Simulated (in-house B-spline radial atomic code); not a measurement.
# Binding energies in Ga³⁺

NIST's tabulated ground configuration is [Ar] 3d10; each binding energy is the energy of the ion with one electron taken from that subshell, relaxed, less that of the parent. All numbers are computed (Dirac-Hartree-Fock, average of configuration; Fermi nucleus of rms radius 3.9973 fm) with a radial B-spline atomic code at the basis-set limit, not measured. Energies include first-order Breit, QED and recoil terms.

```csv
subshell,X-ray name,binding energy (eV),-ε (eV),relaxation (eV)
2s,L1,1350,1374.8,23.1
2p1/2,L2,1188.7,1215.4,25.1
2p3/2,L3,1161.6,1187.4,24.8
3s,M1,206.8,212.2,5.1
3p1/2,M2,154,159.1,4.9
3p3/2,M3,150.4,155.2,4.7
3d3/2,M4,61.2,65.36,4.15
3d5/2,M5,60.77,64.83,4.08
```

Relaxation = -ε minus the binding energy without Breit, QED and recoil terms.

Emission lines follow as differences of binding energies, with λ = 12398.42 eV·Å / E:

| line | holes | energy (eV) | wavelength (Å) |
| --- | --- | --- | --- |
| L3-M5 | 2p3/2 → 3d5/2 | 1100.8 | 11.263 |
| L2-M4 | 2p1/2 → 3d3/2 | 1127.5 | 10.996 |
| L1-M3 | 2s → 3p3/2 | 1199.6 | 10.335 |
| L3-M1 | 2p3/2 → 3s | 954.8 | 12.985 |

What does it cost to remove both a 2s and a 2p3/2 electron?

2574.5 eV, which is 62.89 eV more than the two single binding energies together.
